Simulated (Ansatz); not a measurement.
Start from `F[B](Cl)[GeH3]` and change one atom or group to get `O[B](F)[GeH3]`.

Ansatz, PBE0-D4/def2-TZVP geometries, multiplicity 1. Each molecule was computed in one conformer, which needn't be the lowest.

Scalar relativity is left out up to krypton.

```csv
property,`F[B](Cl)[GeH3]`
HOMO energy (PBE/def2-TZVPP) / eV,-7.31
HOMO–LUMO gap (B3LYP/def2-TZVPP) / eV,6.59
HOMO energy (B3LYP/def2-TZVPP) / eV,-8.37
HOMO–LUMO gap (PBE0/def2-TZVPP) / eV,7.01
LUMO energy (ωB97M-V/def2-TZVPP) / eV,0.50
LUMO energy (PBE/def2-TZVPP) / eV,-2.51
```

Task: What does the change do to each property? (Best estimate.)

Result: Ansatz gave: 
| property | `O[B](F)[GeH3]` | shift |
| --- | --- | --- |
| HOMO energy (PBE/def2-TZVPP) / eV | -7.17 | 0.14 |
| HOMO–LUMO gap (B3LYP/def2-TZVPP) / eV | 7.55 | 0.96 |
| HOMO energy (B3LYP/def2-TZVPP) / eV | -8.29 | 0.08 |
| HOMO–LUMO gap (PBE0/def2-TZVPP) / eV | 7.97 | 0.96 |
| LUMO energy (ωB97M-V/def2-TZVPP) / eV | 1.46 | 0.96 |
| LUMO energy (PBE/def2-TZVPP) / eV | -1.44 | 1.07 |

With PBE0 the HOMO rises by 0.09 eV and the LUMO rises by 1.06 eV, so the gap widens by about 0.97 eV. PBE moves the HOMO by 0.14 eV and ωB97M-V by 0.04 eV. The zero-point energy changes by 36.9 kJ/mol with +3 modes.

B3LYP here is the variant with VWN-RPA as its local correlation; programs differ in this.
